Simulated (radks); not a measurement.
The lutetium ion Lu4+, configuration [Xe] 4f11 6p2 (not the ground configuration). Method: scalar-relativistic Kohn-Sham, r2SCAN, spin-polarised, spherical densities, finite nucleus; open shells are filled with parallel spins first (spin-orbit coupling, left out, can overturn this in heavy ions); meta-GGA in the generalised Kohn-Sham scheme; Fermi nuclear charge, rms radius 5.37 fm; computed with a radial shooting solver on a logarithmic mesh with Libxc functionals.

Radial electron density D(r) = 4 pi r^2 rho(r):

r (bohr),D(r) (e/bohr),spin D(r)
0.00202,18.46,0.000182
0.002333,22.58,0.000225
0.002716,27.72,0.000281
0.003162,33.73,0.000351
0.003681,40.61,0.000439
0.004251,47.89,0.000544
0.004949,56.22,0.000687
0.005761,64.96,0.000876
0.006653,73.22,0.00112
0.007746,81.41,0.00148
0.009017,88.40,0.00200
0.01041,93.30,0.00270
0.01212,96.10,0.00379
0.01411,96.21,0.00537
0.0163,94.07,0.00747
0.01898,90.36,0.0105
0.02209,86.80,0.0143
0.02551,85.46,0.0187
0.0297,88.06,0.0235
0.03457,95.65,0.0276
0.03993,106.6,0.0294
0.04648,119.0,0.0277
0.05412,127.8,0.0215
0.0625,129.0,0.0128
0.07276,122.0,0.00628
0.0847,110.0,0.0132
0.09861,100.3,0.0494
0.1139,99.27,0.128
0.1326,107.0,0.278
0.1543,116.0,0.517
0.1782,115.6,0.860
0.2075,100.8,1.38
0.2416,77.71,2.12
0.279,60.58,3.00
0.3248,56.25,4.01
0.3781,62.61,4.82
0.4366,67.42,5.14
0.5083,62.77,4.94
0.5918,49.37,4.30
0.6834,35.31,3.55
0.7956,24.50,2.77
0.9262,18.40,2.00
1.07,14.65,1.28
1.245,10.77,0.583
1.45,6.781,0.149
1.674,3.760,0.116
1.949,1.966,0.436
2.269,1.346,0.853
2.642,1.177,1.06
3.051,0.9564,0.934
3.552,0.5902,0.588
4.135,0.2607,0.261
4.775,0.08512,0.0851
5.559,0.01754,0.0175
6.471,0.002312,0.00231
7.474,0.0002144,0.000214

D(r) has 4 maxima, at r = 0.0131, 0.0596, 0.166, 0.444 bohr, and minima at 0.0253, 0.108, 0.315 bohr, inside which lie 1.92, 11.08, 29.66 electrons.
